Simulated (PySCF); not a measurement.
Simulated P 1s region for `P(/C[SiH3])=P/[H]`, binding energy against the vacuum level.

Every computed line was given a Gaussian of 0.8 eV full width at half maximum and an area set by the number of equivalent atoms; the highest printed point is 100. Theory: PySCF, delta-SCF UKS SCAN, pcX-2 on the ionised atom, pcseg-1 elsewhere, spin-free X2C.

```tsv
binding energy (eV)	intensity
2148.4	0
2148.5	0
2148.6	1
2148.7	3
2148.8	5
2148.9	10
2149.0	17
2149.1	27
2149.2	40
2149.3	54
2149.4	69
2149.5	83
2149.6	93
2149.7	99
2149.8	100
2149.9	95
2150.0	86
2150.1	72
2150.2	58
2150.3	43
2150.4	29
2150.5	19
2150.6	11
2150.7	6
2150.8	3
2150.9	1
2151.0	1
2151.1	0
```

**Question.** How many maxima does the curve show, and how many computed lines lie under it?

**Answer.** The curve has 1 maximum (at 2149.8 eV). Under it lie 2 lines from 2 inequivalent phosphorus sites. At this width some lines have no maximum of their own.

**Question.** Decompose the envelope and assign each component. Numbering: `[H]/[P:4]=[P:3]\[CH2:2][SiH3:1]`.

**Answer.** 
```csv
position (eV),relative area,line,atoms,environment
2149.56,1,P 1s,P4,phosphorus bonded to P and H
2149.97,1,P 1s,P3,phosphorus bonded to C and P
```

**Question.** Above which line width would these two lines show one maximum?

**Answer.** Two equal Gaussians merge once their distance is under 2σ = FWHM/1.177. With 0.41 eV between them that is a full width over 0.48 eV.

Lowest listed P 1s: P4, bonded to H and P (double bond). Highest, 0.41 eV above it: P3, bonded to C and P (double bond). Summing the Pauling electronegativity differences to the bonded atoms, each weighted by its formal bond order, gives +0.01 for the lowest site and +0.36 for the highest.

The curve has no shake-up lines and no vibrational structure. Isolated species at its PBE0-D3(BJ)/def2-SVP geometry (one conformer only).

Conformer computed: `[H]/[P:4]=[P:3]\[CH2:2][SiH3:1]`: Si1–C2–P3–P4 -81°.
